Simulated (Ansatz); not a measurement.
The same ligand exchange along the group O, S, Se.

Calculated with Ansatz (gas phase, PBE0-D4/def2-TZVP geometries, no zero-point term in ΔE). CBS: MP2 limit from def2 TZ/QZ plus the TZ coupled-cluster correction, frozen cores. This one scheme is used for every species. Functionals use def2-TZVPP. For Se outer-core shells are correlated without core-valence functions, which leaves a few kJ/mol of doubt a bond. Scalar relativity is left out up to krypton. Each species was taken in one conformer, which may not be the lowest.

```
                                                       reaction  CCSD(T)/CBS(def2) (eV)
    `C[O][Al]([F])[Cl]` + CH₃NH₂ → `C[NH][Al]([F])[Cl]` + CH₃OH                    0.39
    `C[S][Al]([F])[Cl]` + CH₃NH₂ → `C[NH][Al]([F])[Cl]` + CH₃SH                    0.13
`C[Se][Al]([F])[Cl]` + CH₃NH₂ → `C[NH][Al]([F])[Cl]` + `C[SeH]`                       ?
```

Fill in the missing values. (Best estimate.)

Ansatz gave: `C[Se][Al]([F])[Cl]` + CH₃NH₂ → `C[NH][Al]([F])[Cl]` + `C[SeH]`: +0.25 eV.

Largest T1 diagnostic: 0.011, for `C[O][Al]([F])[Cl]`.
